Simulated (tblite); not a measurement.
Species: C₅H₁₃N₂ (doublet state).
Bonds: C1–C2, C2–C3, C3–N4, N4–C5, C5–C6, C6–N7. Hydrogens: H8, H9, H10 on C1; H11, H12 on C2; H13, H14 on C3; H15, H16 on C5; H17, H18 on C6; H19, H20 on N7.

Computed geometry: GFN2-xTB, gas phase. This method treats the open shell by occupation alone, without spin polarisation.

Question: Give the optimised bond lengths and angles.

Answer: 
```json
{"bond": "C1–C2", "length (pm)": "152.2"}
{"bond": "C2–C3", "length (pm)": "153.9"}
{"bond": "C3–N4", "length (pm)": "140.9"}
{"bond": "N4–C5", "length (pm)": "139.2"}
{"bond": "C5–C6", "length (pm)": "158.1"}
{"bond": "C6–N7", "length (pm)": "142.9"}
{"bond": "C1–H8, C1–H9, C1–H10", "length (pm)": "108.8"}
{"bond": "C2–H11, C2–H12", "length (pm)": "109.1"}
{"bond": "C3–H13, C3–H14", "length (pm)": "110.4"}
{"bond": "C5–H15", "length (pm)": "110.5"}
{"bond": "C5–H16", "length (pm)": "109.5"}
{"bond": "C6–H17, C6–H18", "length (pm)": "109.3"}
{"bond": "N7–H19, N7–H20", "length (pm)": "101.4"}
```

Bonds in one row agree within 1 pm and their mean is given. A selection of angles:
```json
{"angle": "C2–C1–H8", "degrees": "110.3"}
{"angle": "C2–C1–H9", "degrees": "110.7"}
{"angle": "H8–C1–H9", "degrees": "108.4"}
{"angle": "C1–C2–C3", "degrees": "111.6"}
{"angle": "C1–C2–H11", "degrees": "110.4"}
{"angle": "C3–C2–H11", "degrees": "108.3"}
{"angle": "C3–C2–H12", "degrees": "108.7"}
{"angle": "H11–C2–H12", "degrees": "107.9"}
{"angle": "C2–C3–N4", "degrees": "111.0"}
{"angle": "C2–C3–H13", "degrees": "110.2"}
{"angle": "C2–C3–H14", "degrees": "107.0"}
{"angle": "N4–C3–H13", "degrees": "113.5"}
{"angle": "N4–C3–H14", "degrees": "107.3"}
{"angle": "H13–C3–H14", "degrees": "107.6"}
{"angle": "C3–N4–C5", "degrees": "117.5"}
{"angle": "N4–C5–C6", "degrees": "111.1"}
{"angle": "N4–C5–H15", "degrees": "114.0"}
{"angle": "N4–C5–H16", "degrees": "108.8"}
{"angle": "C6–C5–H15", "degrees": "105.8"}
{"angle": "C6–C5–H16", "degrees": "106.8"}
{"angle": "H15–C5–H16", "degrees": "110.0"}
{"angle": "C5–C6–N7", "degrees": "114.6"}
{"angle": "C5–C6–H17", "degrees": "107.9"}
{"angle": "N7–C6–H17", "degrees": "108.7"}
{"angle": "H17–C6–H18", "degrees": "109.1"}
{"angle": "C6–N7–H19", "degrees": "110.6"}
{"angle": "H19–N7–H20", "degrees": "108.3"}
```

Torsions: C1–C2–C3–N4 -173° (antiperiplanar); C2–C3–N4–C5 -125° (anticlinal); C3–N4–C5–C6 90°; N4–C5–C6–N7 62° (synclinal). The mirror-image conformer, all signs reversed, is as good.

The 3 C–N bonds span 1.392 Å (N4–C5, drawn single) to 1.429 Å (C6–N7, drawn single), a spread of 0.037 Å. Of the pairs four or more bonds apart, H13···H15 is among the closest relative to their van der Waals radii: 2.24 Å, 93 % of the sum of Bondi's values. The 3 C–C bonds span 1.522 Å (C1–C2, drawn single) to 1.581 Å (C5–C6, drawn single), a spread of 0.059 Å. N7 (nitrogen bonded to C and 2 H) is pyramidal (angles 111.4°, 110.6° and 108.3°, sum 330.2°, 0.36 Å off the plane of its three neighbours).

Point group: C1 (no symmetry element, even within 0.4 Å). Its GFN2-xTB frequencies are all real (lowest 39 cm⁻¹). Torsions: C1–C2–C3–N4 -173°, C2–C3–N4–C5 -125°, C3–N4–C5–C6 90°, N4–C5–C6–N7 62°, C5–C6–N7–H -60° and 60°.

Time: 1.0 s. Hardware: one thread, Arm Neoverse V1 (aarch64), shared host. These figures are those of the optimisation.
